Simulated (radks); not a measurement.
Effect of the nuclear size on the thallium ion Tl49+, [Ar] 3d10 4s2 4p2. Method: Dirac Kohn-Sham, exchange-only LDA, spin-unpolarised, spherical densities, finite nucleus; open shells are shared between the two j in proportion to 2j + 1; Fermi nuclear charge, rms radius 5.4759 fm; computed with a radial shooting solver on a logarithmic mesh with Libxc functionals. The rms radius is varied about that value; shifts are against it.

rms radius (fm)  total energy shift (eV)  density at nucleus (e/bohr^3)  1s1/2 shift (meV)  2s1/2 shift (meV)  3p1/2 shift (meV)  4s1/2 shift (meV)  4p1/2 shift (meV)  4p3/2 shift (meV)  5s1/2 (empty) shift (meV)
4.5505                             -37.1                      2.723e+06             -14800              -2230              -14.9               -176              -4.97               9.89                      -80.0
5.1528                             -13.4                      2.583e+06              -5340               -805              -5.41              -63.7              -1.80               3.58                      -28.9
5.4759                                 0                      2.518e+06              0.000              0.000              0.000              0.000              0.000              0.000                      0.000
5.6676                              8.17                      2.481e+06               3250                491               3.31               38.8               1.10              -2.18                       17.6
6.5492                              47.8                      2.334e+06              19000               2870               19.5                227               6.49              -12.8                        103

Slopes of the eigenvalues against <r^2> in GHz/fm^2, as finite differences over the two radii next to the reference (eigenvalue slopes, not the field-shift constants of lines): 1s1/2 373000, 2s1/2 56200, 3p1/2 379, 4s1/2 4450, 4p1/2 126, 4p3/2 -250, 5s1/2 (empty) 2020.
